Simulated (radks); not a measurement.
Values are calculated unless marked as measured or tabulated.
Task: Coherent X-ray form factor from a spherical all-electron density. Code: a radial shooting solver on a logarithmic mesh with Libxc functionals. Model: scalar-relativistic Kohn-Sham, PBEsol, spin-polarised, spherical densities, finite nucleus; Fermi nuclear charge, rms radius of each element as measured or else 0.836 A^(1/3) + 0.57 fm.

sin(theta)/lambda (1/angstrom)  f0 (electrons)
0.05                                    23.761
0.1                                     23.073
0.15                                    22.012
0.2                                     20.683
0.25                                    19.199
0.3                                     17.661
0.4                                     14.723
0.5                                     12.251
0.6                                     10.350
0.8                                      7.978
1                                        6.742
1.25                                     5.767
1.5                                      4.927
2                                        3.418

The species is in the configuration that NIST lists as its ground one. Which atom or ion scatters so?

Result: The cobalt ion Co3+, [Ar] 3d6. Extrapolating in s^2 from the first two rows gives f0(0) = 24.0, near the electron count 24; among species with that count, the fall with angle is slower the higher Z, and the table is that of Z = 27; from so few rows the species is fixed only to a neighbour or two.
